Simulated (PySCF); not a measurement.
Vertical excitations of a molecule ClGeH₆NSi from TDA-PBE/def2-SVPD run with PySCF, as energy in eV (oscillator strength): 5.86 (0.016), 6.09 (0.005), 6.20 (0.019), 6.32 (0.032), 6.48 (0.011), 6.61 (0.120), 6.79 (0.084), 6.87 (0.012), 7.07 (0.041), 7.20 (0.015). Lowest triplet (TDA): 5.50 eV. Coordinates come from a PBE0-D3(BJ)/def2-SVP optimisation. The values are those of a single conformer.

Problem. Identify the compound among the candidates.
A) Cl[SiH2][NH][GeH3]
B) [NH2][GeH2][SiH2]Cl
C) N[SiH2][GeH2][Cl]
D) N[Si@@H](Cl)[GeH3]

Solution. D, N[Si@@H](Cl)[GeH3]
